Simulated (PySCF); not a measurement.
**Correlation energy of Pt³⁺ (platinum, charge +3)**

[Xe] 4f14 5d7, high-spin 4F determinant. Computed with PySCF 2.14 in ANO-RCC-VTZP, with the spin-free X2C one-electron Hamiltonian (Gaussian nucleus). Frozen: [Kr] 4d10 4f14; 15 electrons correlated.

```csv
level,correlation energy (mhartree)
CCSD,-366.98
(T),-6.90
CCSD(T),-373.88
```

Diagnostics: T1 = 0.0040, D1 = 0.0080, largest double amplitude 0.028.

**Question.** Is a single reference adequate?

**Answer.** Yes, within this model without spin-orbit coupling: T1 lies below 0.03 and no double amplitude reaches 0.07.
